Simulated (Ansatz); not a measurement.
3-methylidenepent-1-en-4-yne (C6H6), SMILES C(C=C)(=C)C#C.

Geometry: B3LYP-D3(BJ)/def2-SVP. The values are those of a single conformer.

Two levels are set side by side: PBE/def2-TZVPD (Ansatz, a quantum-chemistry and plane-wave program) and PBE0/def2-TZVPD (Ansatz). Energy differences of separate SCF runs at the same geometry; the states with an electron removed or added have multiplicity 2 and 2. Differences are taken from unrounded values.

```tsv
quantity	PBE0	PBE	PBE minus PBE0
vertical ionisation energy (eV)	8.65	8.59	-0.06
vertical singlet–triplet gap (eV)	2.86	2.87	0.02
```

On these quantities the two levels nearly agree.
